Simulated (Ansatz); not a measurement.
Geometry optimisation, RKS PBE/def2-SVP in Ansatz 0.2.0.

Input:

```yaml
crystal:
  periodic: [false, false, false]
  atoms:
    - { symbol: O, position_ang: [0.58927, 1.42145, 0.34728] }
    - { symbol: C, position_ang: [-0.07017, 0.27013, 0.42258] }
    - { symbol: Si, position_ang: [0.08645, -1.20741, -0.45024] }
    - { symbol: F, position_ang: [-0.71334, -2.57814, -0.15736] }
    - { symbol: H, position_ang: [0.10779, 2.09397, -0.16226] }
basis:
  gaussian: { orbitals: def2-SVP }
hamiltonian:
  xc: pbe
relax:
  f_tol: 0.015
  max_steps: 40
output:
  orbitals: {}
```

Launched with:

```bash
$ ansatz run input.yaml --threads 1 --pin off --max-ram 2048MiB --backend cpu --events-out ev --progress --plain --runs-dir out
```

Where does it end, and by what steps?

It converged. After 9 steps the energy has fallen by 0.253 eV; F4 moved furthest, 0.26 Å.

```tsv
step	energy less start (eV)	largest force component (eV/Å)	accepted
0	0.0000	1.458	yes
1	-0.1189	0.981	yes
2	-0.1979	0.906	yes
3	-0.1985	1.151	yes
4	-0.2422	0.395	yes
5	-0.2498	0.292	yes
6	-0.2520	0.185	yes
7	-0.2532	0.083	yes
8	-0.2534	0.021	yes
9	-0.2535	0.009	yes
```

```xyz
5
Properties=species:S:1:pos:R:3
O 0.503 1.416 0.452
C 0.060 0.228 0.222
Si 0.257 -1.326 -0.587
F -0.845 -2.416 -0.002
H 0.024 2.098 -0.085
```

Time of the run: 30 s on 1 thread of Arm Neoverse N1, on a shared host, peak memory 0.16 GiB.
